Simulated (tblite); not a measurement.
Species: C4H11Ge2N.
Numbering: `[CH2:1]=[CH:2][Ge@@H:3]1[CH2:4][NH:5][GeH2:6][CH2:7]1` (hydrogens: H8, H9 on C1; H10 on C2; H11 on Ge3; H12, H13 on C4; H14 on N5; H15, H16 on Ge6; H17, H18 on C7)

Computed with GFN2-xTB (tblite), gas phase: L-BFGS steps from a force-field or distance-geometry start until the largest atomic force falls under 0.01 eV/Å.

Step 62: E = -567.9936 eV
```
atom  x, y, z in Å  |  force x, y, z in eV/Å
C1      3.1469   -1.2242   -0.4951   -0.016  -0.002  -0.010
C2      2.0436   -0.6215   -0.9046   -0.009   0.017   0.013
Ge3     0.5458   -0.1093    0.2514   -0.003  -0.028   0.001
C4     -1.0828   -1.2027   -0.1550    0.000  -0.007   0.007
N5     -2.0991   -0.3280   -0.7037    0.012   0.009   0.005
Ge6    -2.0758    1.4419   -0.3432   -0.030   0.001   0.008
C7     -0.1420    1.7226   -0.1004    0.003  -0.008  -0.017
H8      3.3103   -1.4498    0.5466   -0.004   0.011  -0.001
H9      3.9313   -1.5206   -1.1758    0.014   0.010   0.011
H10     1.9167   -0.4148   -1.9610   -0.005  -0.002   0.004
H11     0.9494   -0.2908    1.7054    0.009   0.004  -0.010
H12    -1.4169   -1.7165    0.7567   -0.005   0.006   0.024
H13    -0.8367   -1.9882   -0.8796   -0.006   0.004  -0.021
H14    -2.9781   -0.8009   -0.8563   -0.004  -0.002  -0.006
H15    -2.7175    2.1089   -1.5343    0.001  -0.001  -0.011
H16    -2.8839    1.8635    0.8783    0.013  -0.005   0.006
H17     0.2994    2.1203   -1.0114    0.024   0.014  -0.012
H18     0.0806    2.4165    0.7055    0.008  -0.022   0.008
```

Step 63: E = -567.9938 eV
```
atom  x, y, z in Å  |  force x, y, z in eV/Å
C1      3.1498   -1.2194   -0.4942   -0.011  -0.005  -0.009
C2      2.0419   -0.6272   -0.9058   -0.009   0.022   0.015
Ge3     0.5459   -0.1119    0.2499   -0.028  -0.021   0.016
C4     -1.0849   -1.2028   -0.1560   -0.002  -0.017   0.008
N5     -2.1012   -0.3267   -0.7029    0.018   0.003   0.003
Ge6    -2.0763    1.4431   -0.3433   -0.010   0.000   0.017
C7     -0.1420    1.7214   -0.0989    0.012  -0.009  -0.018
H8      3.3179   -1.4353    0.5488   -0.006   0.011   0.000
H9      3.9338   -1.5167   -1.1747    0.018   0.008   0.009
H10     1.9106   -0.4300   -1.9632   -0.004  -0.001  -0.003
H11     0.9498   -0.2932    1.7044    0.008   0.003  -0.015
H12    -1.4188   -1.7187    0.7549   -0.005   0.017   0.023
H13    -0.8402   -1.9882   -0.8812   -0.005   0.011  -0.025
H14    -2.9799   -0.7993   -0.8579   -0.005  -0.002  -0.004
H15    -2.7147    2.1125   -1.5345   -0.004  -0.001  -0.013
H16    -2.8831    1.8650    0.8787    0.009  -0.004   0.005
H17     0.3009    2.1203   -1.0089    0.020   0.014  -0.010
H18     0.0817    2.4135    0.7086    0.003  -0.028   0.002
```

Step 64: E = -567.9941 eV
```
atom  x, y, z in Å  |  force x, y, z in eV/Å
C1      3.1529   -1.2139   -0.4932   -0.003  -0.006  -0.006
C2      2.0397   -0.6333   -0.9069   -0.004   0.022   0.011
Ge3     0.5454   -0.1153    0.2482   -0.049  -0.006   0.027
C4     -1.0876   -1.2030   -0.1571   -0.006  -0.026   0.008
N5     -2.1035   -0.3252   -0.7023    0.018  -0.005   0.001
Ge6    -2.0772    1.4445   -0.3434    0.021  -0.002   0.020
C7     -0.1418    1.7196   -0.0978    0.019  -0.010  -0.016
H8      3.3261   -1.4185    0.5513   -0.008   0.012  -0.002
H9      3.9371   -1.5116   -1.1732    0.018   0.005   0.008
H10     1.9039   -0.4473   -1.9657   -0.004   0.000  -0.009
H11     0.9505   -0.2958    1.7025    0.008   0.000  -0.017
H12    -1.4212   -1.7206    0.7533   -0.004   0.026   0.019
H13    -0.8444   -1.9884   -0.8833   -0.005   0.017  -0.025
H14    -2.9821   -0.7974   -0.8593   -0.003   0.000  -0.003
H15    -2.7111    2.1170   -1.5351   -0.008  -0.005  -0.011
H16    -2.8818    1.8662    0.8796    0.003  -0.001   0.005
H17     0.3032    2.1204   -1.0062    0.012   0.012  -0.004
H18     0.0832    2.4089    0.7123   -0.002  -0.033  -0.008
```

Step 65: E = -567.9944 eV
```
atom  x, y, z in Å  |  force x, y, z in eV/Å
C1      3.1564   -1.2073   -0.4920    0.005  -0.001  -0.001
C2      2.0373   -0.6401   -0.9083    0.002   0.017   0.002
Ge3     0.5440   -0.1198    0.2458   -0.056   0.011   0.030
C4     -1.0912   -1.2038   -0.1581   -0.012  -0.028   0.005
N5     -2.1061   -0.3236   -0.7017    0.010  -0.014  -0.001
Ge6    -2.0780    1.4462   -0.3433    0.052  -0.004   0.014
C7     -0.1413    1.7172   -0.0971    0.024  -0.011  -0.012
H8      3.3349   -1.3987    0.5542   -0.011   0.011  -0.003
H9      3.9419   -1.5046   -1.1708    0.014   0.002   0.006
H10     1.8970   -0.4672   -1.9686   -0.005   0.003  -0.012
H11     0.9517   -0.2990    1.6992    0.006  -0.003  -0.012
H12    -1.4244   -1.7216    0.7526   -0.006   0.028   0.012
H13    -0.8503   -1.9889   -0.8856   -0.007   0.018  -0.020
H14    -2.9849   -0.7952   -0.8607    0.001   0.004  -0.001
H15    -2.7067    2.1229   -1.5360   -0.011  -0.012  -0.002
H16    -2.8799    1.8670    0.8809   -0.005   0.004   0.005
H17     0.3062    2.1209   -1.0034    0.003   0.008   0.005
H18     0.0849    2.4021    0.7167   -0.005  -0.034  -0.018
```

Task: Estimate the geometry and energy of step 66. (The exact step hangs on the optimiser's Hessian estimate; all steps are aligned on step 65, rigid shifts and turns removed.)

Result: E = -567.9948 eV, largest force 0.068 eV/Å
```
atom  x, y, z in Å  |  force x, y, z in eV/Å
C1      3.1600   -1.2005   -0.4909    0.009   0.008   0.004
C2      2.0353   -0.6464   -0.9099    0.006   0.008  -0.007
Ge3     0.5415   -0.1248    0.2429   -0.040   0.022   0.022
C4     -1.0956   -1.2051   -0.1588   -0.015  -0.019  -0.001
N5     -2.1089   -0.3223   -0.7013   -0.002  -0.016  -0.003
Ge6    -2.0782    1.4478   -0.3431    0.068  -0.006   0.001
C7     -0.1404    1.7142   -0.0970    0.024  -0.012  -0.007
H8      3.3430   -1.3790    0.5568   -0.013   0.009   0.000
H9      3.9479   -1.4965   -1.1676    0.006   0.000   0.004
H10     1.8915   -0.4864   -1.9718   -0.007   0.007  -0.011
H11     0.9533   -0.3027    1.6946    0.004  -0.006  -0.001
H12    -1.4282   -1.7212    0.7532   -0.009   0.022   0.004
H13    -0.8576   -1.9898   -0.8876   -0.007   0.013  -0.011
H14    -2.9881   -0.7927   -0.8619    0.005   0.009   0.001
H15    -2.7025    2.1289   -1.5369   -0.011  -0.023   0.013
H16    -2.8780    1.8676    0.8826   -0.009   0.008   0.003
H17     0.3094    2.1215   -1.0007   -0.003   0.004   0.011
H18     0.0867    2.3939    0.7210   -0.006  -0.028  -0.022
```

The energy changes by -0.0004 eV. The first-order estimate −F·Δx gives -0.0005 eV and the mean of the old and new forces, exact on a quadratic surface, -0.0004 eV. The step makes an angle of 83° with the force vector and moves no atom by more than 0.021 Å.

The cost below is that of the whole relaxation. On an Arm Neoverse N1 with one thread, shared host with 64 logical CPUs at a one-minute load of 56, this took 1.3 s wall.
